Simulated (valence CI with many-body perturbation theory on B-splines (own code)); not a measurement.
The numbers below are computed, except where a source is named.
**Nb35+: magnetic and hyperfine properties of the levels**

Level of theory: valence CI with perturbative core correlation (CI+MBPT): four valence electrons over a frozen Dirac-Fock core [He], radial functions for each j: 11 s, 11 p, 9 d, 7 f, 5 g, 2 h, 1 i, with the one-electron correlation potential Σ1, the two-electron term Σ2, the three-electron term Σ3, Breit, model QED; selected CI, second order for the rest (own B-spline code, finite nucleus).

No measured spectrum was set against this ion. As an estimate, large intervals hold to a few tenths of a per cent, small ones and those within an open d or f shell to about a per cent. Among the levels kept, up to 270 cm⁻¹ of a level comes from second order outside the variational space, and about a tenth of that is noise between levels of different J, which matters for small intervals.

A/g_I is the dipole constant over the nuclear g factor μ/I (μ in nuclear magnetons, uniformly magnetised nucleus), B/Q the quadrupole constant per barn. Both hold the static response of the core; the bare values leave it out. Large factors of s and p1/2 electrons are usually good to 5 to 10 %; those of open d and f shells near neutrality can be off by tens of per cent, and small factors of p3/2, d and f electrons come from cancelling terms and can be off by a factor of two or in sign, in half-filled shells by more. B is blank for J = 1/2, where it vanishes, and for nearly pure S terms. Energies count from the lowest level. Levels with J = 0 are left out.

Levels are named by their leading jj configuration (3d3/2^4 stands for four electrons in 3d with j = 3/2), which in mixed levels can hold well under half, so a name can repeat and another be missing. Letters in brackets count levels of one name in rising energy.

| Level | E (eV) | g | A/g_I (MHz) | A/g_I bare | B/Q (MHz/b) | B/Q bare |
| --- | --- | --- | --- | --- | --- | --- |
| (2s^2 2p1/2 2p3/2) J=1 | 92.3 | 1.492 | -26700 | -19700 | 117000 | 118000 |
| (2s^2 2p1/2 2p3/2) J=2 | 104.3 | 1.206 | 270000 | 273000 | 159000 | 160000 |
| (2s^2 2p3/2^2) J=2 | 205.0 | 1.274 | 133000 | 137000 | 74000 | 74200 |
| (2s 2p1/2^2 2p3/2) J=2 | 213.7 | 1.730 | 624000 | 623000 | 133000 | 134000 |
| (2s 2p1/2^2 2p3/2) J=1 | 261.3 | 0.978 | -355000 | -342000 | 190000 | 190000 |
| (2s 2p1/2 2p3/2^2) J=2 [a] | 306.0 | 1.449 | 490000 | 487000 | 197000 | 198000 |
| (2s 2p1/2 2p3/2^2) J=3 | 329.0 | 1.323 | 587000 | 583000 | -745 | -763 |
| (2s 2p1/2 2p3/2^2) J=1 [a] | 362.6 | 1.271 | 144000 | 149000 | -198000 | -198000 |
| (2s 2p1/2 2p3/2^2) J=2 [b] | 372.0 | 1.132 | 47700 | 55300 | -140000 | -140000 |
| (2s 2p1/2 2p3/2^2) J=1 [b] | 379.1 | 1.468 | 674000 | 670000 | 58200 | 58400 |
| (2s 2p3/2^3) J=2 | 452.8 | 1.315 | 646000 | 639000 | -193000 | -194000 |
| (2s 2p3/2^3) J=1 | 492.4 | 1.244 | -370000 | -353000 | -49300 | -49400 |
| (2p1/2^2 2p3/2^2) J=2 | 512.6 | 1.364 | 112000 | 120000 | 59200 | 59400 |
| (2p1/2 2p3/2^3) J=1 | 611.3 | 1.492 | -38800 | -26500 | -115000 | -116000 |
| (2p1/2 2p3/2^3) J=2 | 624.8 | 1.115 | 276000 | 279000 | -291000 | -292000 |
| (2s^2 2p1/2 3s) J=1 | 2706.8 | 1.338 | 695000 | 688000 | -10500 | -10500 |
| (2s^2 2p1/2 3p1/2) J=1 | 2744.3 | 0.664 | 477000 | 473000 | -2300 | -2300 |
| (2s^2 2p1/2 3p3/2) J=1 | 2779.9 | 1.495 | -41800 | -40300 | 33800 | 33900 |
| (2s^2 2p1/2 3p3/2) J=2 | 2782.9 | 1.169 | 212000 | 212000 | 56500 | 56600 |
| (2s^2 2p3/2 3s) J=2 | 2811.2 | 1.482 | 249000 | 250000 | 230000 | 230000 |
| (2s^2 2p3/2 3s) J=1 | 2816.3 | 1.142 | 510 | 8010 | 129000 | 130000 |
| (2s 2p1/2^2 3s) J=1 | 2816.9 | 2.203 | 1250000 | 1240000 | -7350 | -7370 |
| (2s^2 2p1/2 3d3/2) J=2 | 2817.5 | 0.761 | 203000 | 201000 | 22600 | 22800 |
| (2s^2 2p1/2 3d3/2) J=1 | 2831.1 | 0.824 | -119000 | -118000 | 3500 | 3580 |
| (2s^2 2p1/2 3d5/2) J=2 | 2834.3 | 1.278 | -97100 | -96300 | 9990 | 10200 |
| (2s^2 2p1/2 3d5/2) J=3 | 2835.0 | 1.113 | 129000 | 128000 | 2100 | 2300 |
| (2s 2p1/2^2 3p1/2) J=1 | 2858.0 | 1.553 | 1060000 | 1050000 | -6640 | -6640 |
| (2s^2 2p3/2 3p1/2) J=1 | 2858.6 | 1.416 | 115000 | 121000 | 114000 | 115000 |
| (2s^2 2p3/2 3p1/2) J=2 | 2861.3 | 1.209 | 154000 | 157000 | 207000 | 207000 |
| (2s^2 2p3/2 3p3/2) J=3 | 2881.1 | 1.331 | 109000 | 112000 | 304000 | 304000 |
| (2s^2 2p3/2 3p3/2) J=1 | 2882.0 | 1.426 | 95700 | 98900 | -113000 | -113000 |

Q: Take the isotope of mass number 93, with I = 9/2, μ = 6.163 μN and Q = -0.32 b. What is the hyperfine structure of (2s 2p1/2 2p3/2^2) J=2 [a]?

A: From the table A = 672000 MHz, B = -63000 MHz. Shifts from the centre of gravity in MHz: F = 5/2: -7420000, F = 7/2: -5040000, F = 9/2: -2000000, F = 11/2: 1700000, F = 13/2: 6030000.
